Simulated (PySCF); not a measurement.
# Computed vibrations of [CeF4]−

[CeF4]− (singlet in the valence; each metal's 4f electrons, 1 of them, lie in its core potential, out of spins and levels). PySCF 2.14.0, RKS BP86, Ce lcecp-1-SVP with ECP47, F def2-SVP; non-relativistic Hamiltonian with scalar-relativistic core potentials where named; density fitting; no spin-orbit coupling. Central differences of gradients.

```xyz
5

Ce    0.0000    0.0000    0.0000
F     1.2640    1.2640    1.2640
F    -1.2640   -1.2640    1.2640
F     1.2640   -1.2640   -1.2640
F    -1.2640    1.2640   -1.2640
```

Run from Python with OMP_NUM_THREADS=2. Where DIIS fails, smearing, a level shift and second-order steps follow.
It took 12 s on 2 threads of Arm Neoverse V2, with other jobs on the host.

Q: What are the harmonic wavenumbers and infrared intensities?

A: Modes are labelled in Td; negative numbers are unstable modes, those under 60 cm⁻¹ near the noise; a finer grid moves soft modes by up to 10 cm⁻¹.
| cm⁻¹ | km/mol | symmetry |
| --- | --- | --- |
| 93 | 0.0 | e |
| 93 | 0.0 | e |
| 99 | 30.3 | t2 |
| 99 | 30.3 | t2 |
| 99 | 30.3 | t2 |
| 468 | 139.8 | t2 |
| 468 | 139.8 | t2 |
| 468 | 139.8 | t2 |
| 486 | 0.0 | a1 |

Q: Is this a minimum?

A: Yes. Ideal gas at 298.15 K and 1 bar: S = 363.9 J/(mol K), Cp = 96.0 J/(mol K), H − H(0 K) = 22.2 kJ/mol (rigid rotor, harmonic modes, spin degeneracy alone, that of the 4f electrons in the core included).

An lcecp potential fixes the number of 4f electrons, so in runs with it no electron can move into or out of that shell.
